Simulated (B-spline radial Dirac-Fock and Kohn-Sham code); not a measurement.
# Binding energies of Al⁷⁺ at several levels of theory

System: Al⁷⁺ in the configuration [He] 2s2 2p2.

The density-functional columns are spherical, spin-unpolarised Dirac-Kohn-Sham results without Breit or QED terms: −ε is minus the orbital energy of the initial state and ΔSCF the difference of two total energies. The reference in the last column comes from Dirac-Fock ΔSCF + Breit + QED. All numbers are from a radial atomic solver, in eV; a selection of levels is shown.

```
level  PBE −ε  PBE ΔSCF  LDA −ε  LDA ΔSCF  Dirac-Fock
    K  1750.6    1837.2  1743.2    1829.2      1822.6
   L1   291.7     311.6   290.7     310.7       309.0
 L2,3   259.6     282.2   259.5     282.1       281.9
```

Question: Order the estimates of the K (1s) level by their distance from the Dirac-Fock value, nearest first.
A. LDA ΔSCF
B. LDA −ε
C. PBE ΔSCF
D. PBE −ε

Answer: A (6.6 eV), C (14.6 eV), D (72.0 eV), B (79.5 eV).

Values without a named source are computed, but for edge energies of neutral atoms, which are taken from tables.
